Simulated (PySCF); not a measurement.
# Ionisation energy of Al(2+) by level of theory

Al(2+) [Ne] 3s1 (2S) → Al(3+) [Ne] (1S), as a difference of total energies. Calculation: PySCF 2.14, in def2-TZVP; the non-relativistic Hamiltonian (point nucleus). The calculations carry no spin-orbit coupling.

```tsv
method	ionisation energy (eV)
UHF	28.020
LDA	28.775
PBE	28.775
```

For comparison: 28.448 eV (measured; NIST Atomic Spectra Database, ionization energies).
